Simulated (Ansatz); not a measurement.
Species: sum formula BOCl, charge 1, multiplicity 2. SMILES of the parent species: O=BCl
Structure (B3LYP-D3(BJ)/def2-TZVP (Ansatz, a program for electronic structure) minimum search):
```xyz
3

B      0.0000     0.0000    -0.5761
O      0.0000     0.0000    -1.8596
Cl     0.0000     0.0000     1.0446
```
Charge +1, spin multiplicity 2.

Question: Give the harmonic wavenumbers at B3LYP-D3(BJ)/def2-TZVP (Ansatz, finite differences of forces, unscaled).

Answer: 318, 374, 733, 1529 cm⁻¹. Zero-point energy 4.2 kcal/mol.

Question: From these and the geometry, give the ideal-gas thermochemistry at 298.15 K and 1 atm (rigid rotor, harmonic oscillator).

Answer: Point group C∞v, rotational symmetry number 1. Rotational constants 5.179, 5.179 GHz. S(trans) 38.31, S(rot) 16.08, S(vib) 2.66, S(elec, spin only) 1.38, S 58.4 cal/(mol K). H(298) - H(0) 2.60 kcal/mol; G - E(el) -10.6 kcal/mol.
